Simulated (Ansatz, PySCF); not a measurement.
Gas-phase reaction in SMILES: [SiH3]OCO[SiH3] + 4 [H][H] (H2) -> C (CH4) + 2 O (H2O) + 2 [SiH4] (SiH4)
Structures are relaxed separately at B3LYP-D3(BJ)/def2-TZVP in Ansatz (a quantum-chemistry and plane-wave program), one conformer each, not searched for the lowest. Frequencies are from Ansatz or PySCF.

Quantity: energy of full hydrogenation (enthalpy at 298 K, with B3LYP-D3(BJ) rigid-rotor harmonic-oscillator terms), in kJ/mol. Cores are frozen in the correlated levels unless marked. Spin-orbit coupling is left out. No relativistic terms. CBS(X,Y): correlation extrapolated as X^-3; Hartree-Fock from the larger set.

| level | program | energy of full hydrogenation (kJ/mol) |
|---|---|---|
| BLYP-D3(BJ)/def2-TZVPD | Ansatz + dftd3 | -3.0 |
| PBE0-D3(BJ)/def2-TZVP | Ansatz + dftd3 | [?] |
| BHLYP-D3(BJ)/def2-TZVPD | Ansatz + dftd3 | -11.0 |
| CCSD(T)/CBS(cc-pV(T+d)Z,cc-pV(Q+d)Z) | Ansatz | [?] |

**Question.** Fill in the missing entries.

**Answer.** 
- PBE0-D3(BJ)/def2-TZVP, energy of full hydrogenation (kJ/mol): -15.3
- CCSD(T)/CBS(cc-pV(T+d)Z,cc-pV(Q+d)Z), energy of full hydrogenation (kJ/mol): -12.1
